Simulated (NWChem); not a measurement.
Molecule: MgNH2Br; SMILES [Mg]([Br])[NH2]

```xyz
5

Mg     0.0520    -0.9845    -0.0023
Br    -0.2642     1.3485     0.0110
N      0.3101    -2.8499    -0.0130
H      0.4395    -3.4307    -0.8341
H      0.3282    -3.4541     0.8013
```
Atoms are numbered in this order, from 1.

All runs: NWChem. Coordinates come from a B3LYP/6-31G* (spherical d) optimisation. GIAO values for the isolated, static molecule; σ is the absolute isotropic shielding, δ = σ(reference) − σ with the isolated reference molecule computed at the same levels (1H: tetramethylsilane, 15N: ammonia). Spin-orbit effects, on the heavy nuclei and on their neighbours, are missing.

Among these, which level gives the lowest value of “δ H4 (ppm)”?
A. LDA (Slater exchange, VWN5)/pcSseg-1
B. BHandHLYP/pcSseg-1
C. PBE/pcSseg-1
D. KT2/pcSseg-1

C, PBE/pcSseg-1. Values: PBE/pcSseg-1 -1.34; KT2/pcSseg-1 -1.25; BHandHLYP/pcSseg-1 -1.18; LDA (Slater exchange, VWN5)/pcSseg-1 -1.09
